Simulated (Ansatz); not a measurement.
Level of theory: frozen-core CCSD(T)/def2-TZVPP // r2SCAN-D4/def2-TZVP (Ansatz, a quantum-chemistry and plane-wave program).

Ansatz 0.2 input:
```yaml
crystal:
  periodic: [false, false, false]
  atoms:
    - { symbol: N, position_ang: [-0.852748, -0.013661, 0.129672] }
    - { symbol: Si, position_ang: [0.754529, 0.057249, -0.443708] }
    - { symbol: F, position_ang: [1.469822, 1.257686, 0.327116] }
    - { symbol: F, position_ang: [1.456709, -1.314732, -0.02965] }
    - { symbol: H, position_ang: [-1.419109, -0.816492, -0.107063] }
    - { symbol: H, position_ang: [-1.409203, 0.829948, 0.123631] }
basis:
  gaussian: { orbitals: def2-TZVPP }
correlation:
  method: ccsd_t
magnetization:
  spin_polarized: true
  initial_magnetization: 1
```

Output:

```
Functional definition: HF
1008 factors; integrals over basis functions are off by at most 1.1e-3 eV
mean field evaluation 1: about -14790.4388 eV, gradient 3.2e1 eV
mean field evaluation 2: about -14790.4432 eV, gradient 3.2e1 eV
mean field evaluation 4: about -14794.3742 eV, gradient 2.5e0 eV
mean field evaluation 8: about -14794.4654 eV, gradient 1.9e-1 eV
mean field evaluation 16: about -14793.2351 eV, gradient 1.9e1 eV
mean field -14794.46613961 eV, -543.6866025812 hartree, gradient 1.2e-6 eV, S^2 0.754468; 0 other end points of the search recorded, 0 dependent functions left out
8 core orbitals not correlated
reference -14794.46613961 eV, -543.6866025812 hartree; 13, 12 occupied and 142, 143 virtual orbitals, 1008 factors
second order -21.93662440 eV of doubles, -0.00000000 eV of singles
cycle   1  -21.73043643 eV  change    2.1e-1 eV  update   9.3e-2
cycle   2  -22.15441882 eV  change   -4.2e-1 eV  update   2.8e-2
cycle   3  -22.26443519 eV  change   -1.1e-1 eV  update   1.6e-2
cycle   4  -22.25433831 eV  change    1.0e-2 eV  update   4.9e-3
cycle   5  -22.25045444 eV  change    3.9e-3 eV  update   2.5e-3
cycle   6  -22.25202121 eV  change   -1.6e-3 eV  update   1.1e-3
cycle   7  -22.25218580 eV  change   -1.6e-4 eV  update   4.7e-4
cycle   8  -22.25214666 eV  change    3.9e-5 eV  update   2.0e-4
cycle   9  -22.25220056 eV  change   -5.4e-5 eV  update   8.3e-5
cycle  10  -22.25217491 eV  change    2.6e-5 eV  update   3.2e-5
cycle  11  -22.25218339 eV  change   -8.5e-6 eV  update   1.4e-5
perturbative correction -0.70553881 eV, -0.0259280729 hartree
Total energy: -14817.42386181 eV, -544.5302833108 hartree
```

Cost: about 4 core-minutes (a rough figure).
